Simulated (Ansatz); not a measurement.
`O[Si](O)(Cl)Cl` + NH₃ → `N[Si](O)(Cl)Cl` + H₂O  (ligand exchange at the Si–O bond)

Calculated with Ansatz (gas phase, PBE0-D4/def2-TZVP geometries, no zero-point term in ΔE). CCSD(T)/CBS adds triple-zeta CCSD(T) − MP2 to the extrapolated MP2 energy (def2 sets, frozen cores). This one scheme is used for every species. DFT in def2-TZVPP. Each species was taken in one conformer, which may not be the lowest.

| species | r2SCAN-D4 energy (Eh) |
| --- | --- |
| `O[Si](O)(Cl)Cl` | -1361.72185 |
| NH₃ | -56.54866 |
| `N[Si](O)(Cl)Cl` | -1341.83058 |
| H₂O | -76.42324 |

Work out ΔE.

ΔE = (-1341.83058) + (-76.42324) − (-1361.72185) − (-56.54866) = 0.01669 Eh = +43.8 kJ/mol. CCSD(T)/CBS gives +39.0 kJ/mol.

Largest T1 diagnostic among the species: 0.010.

In def2-TZVPP, CCSD(T) changes the Hartree–Fock value by −6.8 kJ/mol (the triples alone add −0.6 kJ/mol) and MP2 by −8.2 kJ/mol. The D4 term adds −3.3 kJ/mol with B3LYP and −1.8 kJ/mol with PBE0; it sums over pairs of atoms, weighted by their polarisabilities, and B3LYP, whose exchange is more repulsive, gets the larger term.

B3LYP here is the variant with VWN-RPA as its local correlation; programs differ in this.
